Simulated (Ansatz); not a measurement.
doublet Sc: levels of theory in one basis

A single Sc atom.

Basis set: STO-3G (spherical functions). Left uncorrelated: 5 orbitals. Correlation on ROHF uses semicanonical orbitals with singles. Charge 0, multiplicity 2.

Computed with Ansatz (development build ahead of 0.2.0); each method stands on the lowest determinant of its kind that the runs found.

```tsv
method	E − E(ROHF) (eV)	<S²> of the determinant
ROHF	0.00	0.75
UHF	-0.21	1.04
ROHF-MP2	-1.11	–
```

(1) What does UHF-MP2 give on the same scale?

(2) Is a single determinant a sound starting point here?

## Answers

(1) -1.01 eV.

(2) Only with care. Unrestricted orbitals gain 0.21 eV and <S²> is 1.04 against 0.75 for a pure state, a contamination that matters most for the unrestricted series.

Caution for UHF, UHF-MP2: the unrestricted determinant is spin contaminated.
